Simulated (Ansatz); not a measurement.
Molecule: C3H11NOSi, charge 0, multiplicity 1. SMILES: CCCO[SiH2]N
Structure (B3LYP-D3(BJ)/def2-TZVP (Ansatz, a first-principles code) minimum search):
```xyz
17

C     -3.1996    -0.6592    -1.2456
C     -2.1758    -0.3717    -0.1515
C     -0.7736    -0.2040    -0.7069
O      0.1338     0.0609     0.3547
Si     1.7508     0.3001     0.1308
N      2.5761     0.5959     1.5947
H     -4.1998    -0.7763    -0.8266
H     -3.2396     0.1528    -1.9757
H     -2.9572    -1.5779    -1.7852
H     -2.4437     0.5381     0.3917
H     -2.1629    -1.1828     0.5811
H     -0.4721    -1.1148    -1.2407
H     -0.7553     0.6204    -1.4317
H      1.9389     1.4777    -0.7505
H      2.3298    -0.9173    -0.4869
H      2.7537    -0.1507     2.2477
H      2.4875     1.4810     2.0681
```

Parts of the frozen-core correlation energy in cc-pV(Q+d)Z (Ansatz, hartree). Frozen orbitals: 10; correlated occupied orbitals by spin: 19 and 19; virtual: 640 and 640. Spin-orbit coupling is left out. Non-relativistic.

| term | value |
|---|---|
| reference (HF) | -538.46383 |
| MP2 opposite-spin | -0.92029 |
| MP2 same-spin | (withheld) |
| CCSD correlation | (withheld) |
| (T) | (withheld) |
| T1 diagnostic | 0.010 |
| largest doubles amplitude | 0.010 |

Q: Complete the blanks.

A: 
- MP2 same-spin, value: -0.25945
- CCSD correlation, value: -1.22552
- (T), value: -0.04827
